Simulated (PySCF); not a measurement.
## Working with the constants of GeSe

RHF-CCSD(T) constants of GeSe, ¹Σ⁺ (singlet), closed shell (PySCF, scalar-relativistic core potentials, basis sets Ge cc-pVDZ-PP with ECP10, Se cc-pVDZ-PP with ECP10; masses 73.9212 and 79.9165 u):

- ωe: 395.5 cm⁻¹
- ωexe: 0.884 cm⁻¹
- Be: 0.093195 cm⁻¹
- αe: 0.000281 cm⁻¹
- D (centrifugal): 2.07e-08 cm⁻¹
- De to Ge + Se: 4.63 eV

(1) Give the band origin of the fundamental and the first lines of its P and R branches.

(2) Near which J would the R branch turn back, without centrifugal distortion?

Measured values (Huber and Herzberg, Constants of Diatomic Molecules (1979)): ωe = 408.7 cm⁻¹, ωexe = 1.36 cm⁻¹, Be = 0.096340508 cm⁻¹, αe = 0.00028904 cm⁻¹.

Correlated steps freeze 8 core orbitals. Correlated levels converge slowly with the basis: in double zeta they bind strong bonds too weakly, by up to about 1 eV, and carry superposition errors of some tenths. Where the molecule has an RHF reference, its open-shell atoms are computed with UHF.

## Answers

(1) ν0 = ωe − 2ωexe = 393.7 cm⁻¹, B0 = 0.093054, B1 = 0.092773 cm⁻¹.

| J″ | P(J″) − ν0 | R(J″) − ν0 |
| --- | --- | --- |
| 0 |  | 0.186 |
| 1 | -0.186 | 0.371 |
| 2 | -0.373 | 0.555 |
| 3 | -0.560 | 0.739 |
| 4 | -0.748 | 0.922 |
| 5 | -0.936 | 1.105 |
| 6 | -1.125 | 1.287 |

(2) At J ≈ (B0 + B1)/(2(B0 − B1)) − 1 ≈ 330.
